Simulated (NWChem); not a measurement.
System: ZrH2O2Cl2; SMILES [OH][Zr]([OH])([Cl])[Cl]

Here is an NWChem input.

```
start job
memory heap 200 mb stack 900 mb global 1100 mb
geometry units angstroms noautoz
  Zr    -0.292579    -0.009014     0.000155
  Cl     1.024594     1.955623    -0.003150
  Cl     1.081240    -1.934384     0.002677
  O     -1.374454    -0.027565    -1.554775
  H     -1.995880    -0.042268    -2.282712
  O     -1.373525    -0.022875     1.555730
  H     -1.994524    -0.035434     2.284010
end
basis spherical
  Zr library def2-svp
  Cl library def2-svp
  O library def2-svp
  H library def2-svp
end
ecp
  Zr library def2-ecp
end
dft
  xc m06-l
  grid fine
  iterations 150
  mulliken
end
task dft gradient
```

Excerpt of the output:

```
             Northwest Computational Chemistry Package (NWChem) 7.3.0
             --------------------------------------------------------

 CS  symmetry detected

                             Geometry "geometry" -> ""
                             -------------------------

 Output coordinates in angstroms (scale by  1.889725989 to convert to a.u.)

  No.       Tag          Charge          X              Y              Z
 ---- ---------------- ---------- -------------- -------------- --------------
    1 Zr                  40.0000    -0.27218996     0.00006779     0.00000000
    2 Cl                  17.0000     1.07268806     1.94584714     0.00000000
    3 Cl                  17.0000     1.07421037    -1.94457634     0.00000000
    4 O                    8.0000    -1.35372157    -0.00081442    -1.55525433
    5 H                    1.0000    -1.97506487    -0.00564226    -2.28336365
    6 O                    8.0000    -1.35372157    -0.00081442     1.55525433
    7 H                    1.0000    -1.97506487    -0.00564226     2.28336365

 Effective nuclear repulsion energy (a.u.)     650.4405878077

      Symmetry information
      --------------------

 Group name             Cs
 Group number              2
 Group order               2
 No. of unique centers     5

                                 NWChem DFT Module
                                 -----------------

 Summary of "ao basis" -> "ao basis" (spherical)
 ------------------------------------------------------------------------------
       Tag                 Description            Shells   Functions and Types
 ---------------- ------------------------------  ------  ---------------------
 Zr                         def2-svp                11       31   5s3p2d1f
 Cl                         def2-svp                 8       18   4s3p1d
 O                          def2-svp                 6       14   3s2p1d
 H                          def2-svp                 3        5   2s1p

      Symmetry analysis of basis
      --------------------------

        a'         66
        a"         39

            General Information
            -------------------
          SCF calculation type: DFT
          Wavefunction type:  closed shell.
          No. of atoms     :     7
          No. of electrons :    64
           Alpha electrons :    32
            Beta electrons :    32
          Charge           :     0
          Spin multiplicity:     1
          Use of symmetry is: on ; symmetry adaption is: on
          Maximum number of iterations: 150
          AO basis - number of functions:   105
                     number of shells:    45
          Convergence on energy requested:  1.00D-06
          Convergence on density requested:  1.00D-05
          Convergence on gradient requested:  5.00D-04

              XC Information
              --------------
                        M06-L Method XC Functional
                         M06-L Exchange Functional  1.000
                       M06-L Correlation Potential  1.000

             Grid Information
             ----------------
          Grid used for XC integration:  fine
          Radial quadrature: Mura-Knowles
          Angular quadrature: Lebedev.
          Tag              B.-S. Rad. Rad. Pts. Rad. Cut. Ang. Pts.
          ---              ---------- --------- --------- ---------
          Zr                  1.55      141          10.0       974
          Cl                  1.00      123          11.0       770
          O                   0.60       70          11.0       590
          H                   0.35       60          12.0       590
          Grid pruning is: on
          Number of quadrature shells:   517
          Spatial weights used:  Erf1

      Superposition of Atomic Density Guess
      -------------------------------------

 Sum of atomic energies:       -1122.52738883

      Non-variational initial energy
      ------------------------------

 Total energy =   -1115.946792
 1-e energy   =   -2155.092979
 2-e energy   =     737.243714
 HOMO         =      -0.455206
 LUMO         =      -0.025512

      Symmetry analysis of molecular orbitals - initial
      -------------------------------------------------

  Numbering of irreducible representations:

     1 a'          2 a"

  Orbital symmetries:

     1 a'          2 a'          3 a'          4 a"          5 a'
     6 a'          7 a'          8 a'          9 a'         10 a"
    11 a"         12 a'         13 a'         14 a"         15 a'
    16 a'         17 a'         18 a"         19 a'         20 a'
    21 a'         22 a"         23 a'         24 a"         25 a'
    26 a"         27 a'         28 a'         29 a'         30 a"
    31 a"         32 a'         33 a'         34 a'         35 a"
    36 a'         37 a"         38 a'         39 a"         40 a'
    41 a'         42 a'

     ---------------------------------------------
      Total Density - Mulliken Population Analysis
     ---------------------------------------------

    Atom       Charge   Shell Charges
 -----------   ------   -------------------------------------------------------
    1 Zr  12     9.72  -0.47  1.58  0.91  0.27  0.03  5.83  0.33  0.10  0.80  0.24  0.10
    2 Cl  17    17.57   2.00  1.99  1.23  0.72  5.94  2.23  3.45  0.01
    3 Cl  17    17.57   2.00  1.99  1.23  0.72  5.94  2.23  3.45  0.01
    4 O    8     8.92   1.99  1.11  0.65  3.19  1.97  0.00
    5 H    1     0.65   0.53  0.07  0.06
    6 O    8     8.92   1.99  1.11  0.65  3.19  1.97  0.00
    7 H    1     0.65   0.53  0.07  0.06

   convergence    iter        energy       DeltaE   RMS-Dens  Diis-err
 ---------------- ----- ----------------- --------- --------- ---------
 d= 0,ls=0.0,diis     1  -1118.7751131907 -1.42D+03  3.26D-02  1.72D+00
 d= 0,ls=0.0,diis     2  -1115.5608859228  3.21D+00  2.47D-02  3.18D+01
 d= 0,ls=0.0,diis     3  -1118.9915896337 -3.43D+00  4.04D-03  1.50D-01
 d= 0,ls=0.0,diis     4  -1119.0053535962 -1.38D-02  1.89D-03  4.26D-02
 d= 0,ls=0.0,diis     5  -1119.0069551357 -1.60D-03  8.16D-04  7.75D-03
  Resetting Diis
 d= 0,ls=0.0,diis     6  -1119.0084538920 -1.50D-03  4.43D-04  3.88D-04
 d= 0,ls=0.0,diis     7  -1119.0086075159 -1.54D-04  1.90D-04  1.34D-04
 d= 0,ls=0.0,diis     8  -1119.0085872335  2.03D-05  1.25D-04  2.93D-04
 d= 0,ls=0.0,diis     9  -1119.0086223089 -3.51D-05  2.80D-05  9.39D-06
 d= 0,ls=0.0,diis    10  -1119.0086236985 -1.39D-06  4.99D-06  1.79D-07
 d= 0,ls=0.0,diis    11  -1119.0086237195 -2.09D-08  1.63D-06  5.73D-08

         Total DFT energy =    -1119.008623719489
      One electron energy =    -2160.943254058949
           Coulomb energy =      820.527182937500
    Exchange-Corr. energy =      -80.495025874967
 Nuclear repulsion energy =      301.902473276927

 Numeric. integr. density =       64.000000546644

                  Occupations of the irreducible representations
                  ----------------------------------------------

                     irrep           alpha         beta
                     --------     --------     --------
                     a'               22.0         22.0
                     a"               10.0         10.0

                       DFT Final Molecular Orbital Analysis
                       ------------------------------------

 Vector   30  Occ=2.000000D+00  E=-2.893112D-01  Symmetry=a"
              MO Center=  6.2D-01, -3.8D-02,  1.4D-12, r^2= 5.3D+00
   Bfn.  Coefficient  Atom+Function         Bfn.  Coefficient  Atom+Function
  ----- ------------  ---------------      ----- ------------  ---------------
    62      0.415626  3 Cl pz                44      0.405491  2 Cl pz
    59      0.302418  3 Cl pz                41      0.295071  2 Cl pz
    56      0.176919  3 Cl pz                38      0.172623  2 Cl pz
    71      0.141365  4 O  px                90     -0.141365  6 O  px
    73     -0.130163  4 O  pz                92     -0.130163  6 O  pz

 Vector   31  Occ=2.000000D+00  E=-2.865097D-01  Symmetry=a"
              MO Center=  6.0D-01,  4.1D-02,  1.5D-14, r^2= 5.3D+00
   Bfn.  Coefficient  Atom+Function         Bfn.  Coefficient  Atom+Function
  ----- ------------  ---------------      ----- ------------  ---------------
    44      0.420900  2 Cl pz                62     -0.410285  3 Cl pz
    41      0.304819  2 Cl pz                59     -0.297095  3 Cl pz
    72      0.196662  4 O  py                91     -0.196662  6 O  py
    38      0.178301  2 Cl pz                56     -0.173780  3 Cl pz
    75      0.159104  4 O  py                94     -0.159104  6 O  py

 Vector   32  Occ=2.000000D+00  E=-2.841309D-01  Symmetry=a'
              MO Center=  9.1D-01,  7.9D-03, -1.0D-13, r^2= 5.1D+00
   Bfn.  Coefficient  Atom+Function         Bfn.  Coefficient  Atom+Function
  ----- ------------  ---------------      ----- ------------  ---------------
    42      0.383517  2 Cl px                60     -0.382127  3 Cl px
    39      0.275329  2 Cl px                57     -0.274267  3 Cl px
    43     -0.242554  2 Cl py                61     -0.241560  3 Cl py
    40     -0.174423  2 Cl py                58     -0.173699  3 Cl py
    36      0.161112  2 Cl px                54     -0.160492  3 Cl px

[...]

                         DFT ENERGY GRADIENTS

    atom               coordinates                        gradient
                 x          y          z           x          y          z
   1 Zr     -0.514364   0.000128   0.000000   -0.004714  -0.000032   0.000000
   2 Cl      2.027087   3.677118   0.000000   -0.002009  -0.002830   0.000000
   3 Cl      2.029963  -3.674716   0.000000   -0.002020   0.002832   0.000000
   4 O      -2.558163  -0.001539  -2.939005    0.004582   0.000046   0.006633
   5 H      -3.732331  -0.010662  -4.314932   -0.000210  -0.000031  -0.000239
   6 O      -2.558163  -0.001539   2.939005    0.004582   0.000046  -0.006633
   7 H      -3.732331  -0.010662   4.314932   -0.000210  -0.000031   0.000239
```

Level: M06-L/def2-SVP with def2 effective core potentials on Zr. All runs use the structure optimised with PBE0/def2-SVP. No frequency run checked for a minimum. def2 effective core potentials on Zr; no spin-orbit coupling.
